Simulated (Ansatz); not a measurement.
Reaction (formal exchange of groups at the Si–Ge bond): `F[CH](F)[GeH2][SiH3]` + `C[NH][SnH3]` → `C[NH][SnH2][SiH3]` + `F[CH](F)[GeH3]`

Computed with Ansatz on PBE0-D4/def2-TZVP structures; ΔE is electronic, products minus reactants. CCSD(T)/CBS is the MP2 limit (def2-TZVPP, def2-QZVPP) plus CCSD(T) − MP2 in def2-TZVPP, frozen cores. DFT in def2-TZVPP. B3LYP here is the variant with VWN-RPA as its local correlation; programs differ in this. def2 core potentials past Kr. For Ge, Sn outer-core shells are correlated without core-valence functions, which leaves a few kJ/mol of doubt a bond. Scalar relativity is left out up to krypton. One conformer a species, not always the lowest.

(1) Is it downhill or uphill in electronic energy at CCSD(T)/CBS, and by how much? (Estimate.)

(2) What do these levels give: B3LYP-D4, B2PLYP, PBE, r2SCAN, B3LYP, MP2/def2-TZVPP, CCSD/def2-TZVPP, CCSD(T)/def2-TZVPP, HF/def2-QZVPP, MP2/def2-QZVPP, SCS-MP2/def2-QZVPP, HF/CBS(def2)? (Best estimate.)

Largest T1 diagnostic among the species: 0.013.

Results:

(1) Ansatz gave: Downhill: ΔE = -9.8 kJ/mol.

(2) The calculation gave: B3LYP-D4 -7.6, B2PLYP -7.5, PBE -8.5, r2SCAN -7.1, B3LYP -7.5, MP2/def2-TZVPP -8.1, CCSD/def2-TZVPP -5.3, CCSD(T)/def2-TZVPP -5.6, HF/def2-QZVPP -6.9, MP2/def2-QZVPP -10.8, SCS-MP2/def2-QZVPP -10.0, HF/CBS(def2) -7.0 kJ/mol.
